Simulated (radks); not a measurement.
Values are calculated unless marked as measured or tabulated.
Question: Ca+, 19 electrons, occupied as [Ar] 5p1 (not the ground configuration). Level of theory: scalar-relativistic Kohn-Sham, SCAN, spin-polarised, spherical densities, finite nucleus; open shells are filled with parallel spins first; meta-GGA in the generalised Kohn-Sham scheme; Fermi nuclear charge, rms radius 3.4776 fm (a radial shooting solver on a logarithmic mesh with Libxc functionals). Some entries of the table are withheld. Estimate them.

orbital  occ.  eigenvalue (hartree)  <r> (bohr)
1s up       1             -146.2297     0.07687
1s down     1             -146.2293     0.07687
2s up       1             -15.90127      0.3630
2s down     1             -15.90103      0.3630
2p up       3                   (1)      0.3272
2p down     3                   (2)      0.3272
3s up       1              -2.21080         (3)
3s down     1              -2.21017         (4)
3p up       3              -1.47248       1.259
3p down     3              -1.47148       1.258
5p up       1                   (5)       8.924

Answer: 
(1) 2p up eigenvalue (hartree): -12.88928
(2) 2p down eigenvalue (hartree): -12.88888
(3) 3s up <r> (bohr): 1.154
(4) 3s down <r> (bohr): 1.155
(5) 5p up eigenvalue (hartree): -0.13108
